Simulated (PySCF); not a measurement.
## A search over the determinants of BeAs⁺

Unrestricted PBE0; Be pcseg-2, As pcseg-2; no relativity (PySCF 2.14). Outer shells of the fragments: Be+ 2s1; As 3d10 4s2 4p3.

Followed along the bond (rough minima from three points):

```
2Ms+1    unpaired  ⟨S²⟩ at the start  R at minimum (Å)  Te (eV)
    3        π ↑↑               2.02              2.13     0.00
    1        π ↑↓               1.01              2.12     0.30
    1        none               0.00              2.10     1.24
    5  σ ↑↑, π ↑↑               6.00  none in the scan   ≤ 1.83
```

Solutions found at the starting distance of 2.235 Å, counted from the lowest of them; the search is not exhaustive and high or unbound solutions are not listed, so other states can lie among these:

| 2Ms+1 | unpaired | term | E (eV) | ⟨S²⟩ | ⟨Lz²⟩ | μ (D) |
| --- | --- | --- | --- | --- | --- | --- |
| 3 | π ↑↑ | ³Σ⁻ | 0.00 | 2.02 | 0.00 | -7.41 |
| 1 | π ↑↓ | mixed | 0.32 | 1.01 | 2.02 | -7.45 |
| 1 | none | mixed | 1.28 | 0.00 | 2.00 | -7.29 |
| 3 | σ ↑, π ↑ | ³Π | 1.75 | 2.00 | 1.00 | -2.11 |
| 1 | σ ↓, π ↑ | mixed | 1.81 | 1.00 | 1.01 | -2.09 |
| 5 | σ ↑↑, π ↑↑ | ⁵Σ⁻ | 1.87 | 6.00 | 0.00 | -2.55 |

A term symbol is given only where ⟨S²⟩ and ⟨Lz²⟩ are close to those of a pure state; real π, δ and φ orbitals otherwise mix terms. A positive dipole points towards As; it is taken about the centre of mass and depends on that origin.

Spin–orbit coupling is left out. Counting both spins, an empty level lies below a filled one in some of these solutions, because spin and occupation are held.
